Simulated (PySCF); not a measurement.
C3H5FOSi, SMILES C#C[Si@H](O)CF. Geometry: PBE-D3(BJ)/def2-SVP. The structure was generated by enumeration; whether it is a known compound was not checked. Other conformers were not sampled.

Computed equilibrium geometry at PBE-D3(BJ)/def2-SVP (PySCF confirms it by a frequency run) as a Z-matrix (one conformer of several):
```
Si
O 1 1.6815
H 2 0.9729 1 115.52
H 1 1.5015 2 112.75 3 -73.87
C 1 1.8405 4 107.67 2 -122.96
C 5 1.2294 4 148.64 1 -179.38
H 6 1.0827 4 158.21 1 179.62
C 1 1.8995 4 110.29 2 116.81
F 8 1.3949 1 108.99 4 52.73
H 8 1.1136 9 109.64 1 -121.32
H 8 1.1144 10 107.36 9 119.04
```
